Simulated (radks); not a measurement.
Values are calculated unless marked as measured or tabulated.
All-electron atom: Re in [Xe] 4f14 5d5 6s2. Level of theory: scalar-relativistic Kohn-Sham, r2SCAN, spin-unpolarised, spherical densities, finite nucleus; meta-GGA in the generalised Kohn-Sham scheme; Fermi nuclear charge, rms radius 5.3698 fm (a radial shooting solver on a logarithmic mesh with Libxc functionals).

Normalised radial functions P(r) = r R(r), r in bohr:

r	4f	5d
0.001427	0.0000	0.0000
0.001949	0.0000	0.0000
0.002642	0.0000	0.0001
0.003581	0.0000	0.0002
0.004853	0.0000	0.0004
0.006577	0.0000	0.0008
0.008985	0.0001	0.0019
0.01218	0.0002	0.0042
0.0165	0.0006	0.0091
0.02237	0.0017	0.0189
0.03031	0.0049	0.0378
0.04141	0.0140	0.0720
0.05612	0.0367	0.1230
0.07606	0.0893	0.1849
0.1031	0.1991	0.2300
0.1397	0.3977	0.2059
0.1909	0.7030	0.0593
0.2587	1.0430	-0.1729
0.3506	1.2941	-0.3428
0.4751	1.3151	-0.2724
0.6439	1.0879	0.0577
0.8727	0.7343	0.4696
1.192	0.3933	0.7401
1.616	0.1674	0.7558
2.19	0.0533	0.5961
2.968	0.0120	0.3828
4.022	0.0018	0.1984
5.495	0.0001	0.0758
7.447	0.0000	0.0205
10.09	0.0000	0.0035

4f: eigenvalue -42.938 eV, 0 radial nodes, <r> = 0.580 bohr, 90 % of the charge inside 0.953 bohr. 5d: eigenvalue -5.446 eV, 2 radial nodes at r = 0.207, 0.617 bohr, <r> = 1.92 bohr, 90 % of the charge inside 3.09 bohr.
